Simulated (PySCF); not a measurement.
# Checking a proposed structure

A compound C$_{5}$H$_{5}$F$_{3}$N$_{2}$ gives the data below (simulated from a calculation) and was assigned the structure `Cc1cc(C(F)(F)F)[nH]n1`.

$^{13}$C{$^{1}$H} NMR (computed): δ 139.2 (C), 135.0 (C), 134.8 (CH), 121.2 (CH), 39.3 (CH2).

$^{1}$H NMR (600 MHz, computed): δ 8.73 (br s, 1H), 7.24 (m, 1H), 7.03 (m, 1H), 3.69 (m, 2H).

- GFN2-xTB structure
- PBE0/pcSseg-1 with gauge-including orbitals
- program: PySCF 2.14
- one conformer, equivalent nuclei averaged, gas phase, non-relativistic Hamiltonian

δ = σ(ref) − σ, references computed at the same level: TMS for $^{1}$H, $^{13}$C.

Q: Compare with the shifts computed for the proposed structure, pairing carbons in order of shift.

A: Numbering as in the mapped SMILES `[CH3:1][c:2]1[cH:3][c:4]([C:5]([F:6])([F:7])[F:8])[nH:9][n:10]1`. Hydrogens are named by the atom that carries them.

```json
{"atom": "C2", "computed for proposal": "152.4", "given list": "139.2", "difference": "+13.2"}
{"atom": "C4", "computed for proposal": "138.8", "given list": "135.0", "difference": "+3.8"}
{"atom": "C5", "computed for proposal": "130.2", "given list": "134.8", "difference": "-4.6"}
{"atom": "C3", "computed for proposal": "112.5", "given list": "121.2", "difference": "-8.7"}
{"atom": "C1", "computed for proposal": "15.7", "given list": "39.3", "difference": "-23.6"}
```

The rms difference is 13.0 ppm and the largest -23.6 ppm at C1 (methyl carbon on an aromatic ring). The carbon types in order of shift don't match either: C, C, C, CH, CH3 for the proposal against C, C, CH, CH, CH2 in the data. The proposal doesn't fit.

Q: Which isomer fits?

A: `FC(F)(F)Cc1ncc[nH]1`.

1. Carbon types of the structure: 2 × C, 2 × CH, 1 × CH2, leaving 1 H on heteroatoms.
2. δC 139.2: substituted aromatic carbon next to a ring nitrogen.
3. δC 135.0: CF3 carbon; 3 electronegative neighbours deshield it.
4. δC 134.8, 121.2: aromatic CH next to a ring nitrogen.
5. δH 8.73: hydrogen on a pyrrole-type ring nitrogen; exchangeable; this is the value without hydrogen bonding to other molecules.

The data come from this structure; uniqueness wasn't tested.

The OH or NH signal is concentration- and solvent-dependent in practice; the value given is the gas-phase one. Splittings by $^{19}$F in the carbon and heteronuclear signals aren't shown, as no couplings were computed. Shifts are as computed. Against solution values, carbons near 30 ppm lie about +3 ppm off and those near 130 ppm about +5 ppm. Of 1211 compounds with measured shifts, 218 miss one by over three times the rms of a fit or turn the order of signals round; such compounds aren't used in these exercises. No couplings were computed; multiplicities are counted from neighbouring protons, with m where these are inequivalent, close in shift, in a saturated or five-membered ring or joined by F or P, and br s for small geminal =CH2 splittings.
